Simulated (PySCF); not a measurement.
In(H)(Br)(NH2), H3BrInN, SMILES [NH2][InH][Br], CAM-B3LYP/def2-SVP optimised geometry.

```
6

In     0.28     0.18     0.00
H      1.98     0.18     0.00
Br    -0.96     2.34     0.00
N     -0.98    -1.37    -0.01
H     -0.70    -2.34     0.00
H     -1.98    -1.25     0.00
```

Density from CAM-B3LYP/def2-TZVP, def2 effective core potentials past Kr in PySCF at that geometry. The core electrons that the potentials of In replace are not part of the density.

Minimum of the electron density along straight lines between bonded atoms, close to the bond critical point (lines longer than 1.1 times the sum of covalent radii, or with two minima, are not listed):

```
bond     length / Å  ρ at the minimum / e bohr⁻³  ∇²ρ there / e bohr⁻⁵  position (fraction from the first atom)
-------  ----------  ---------------------------  --------------------  ---------------------------------------
In1–H2        1.699                        0.110                  0.10                                     0.64
In1–Br3       2.495                        0.072                  0.14                                     0.47
In1–N4        1.995                        0.119                  0.43                                     0.52
N4–H5         1.013                        0.332                 -1.60                                     0.74
N4–H6         1.014                        0.331                 -1.61                                     0.74
```
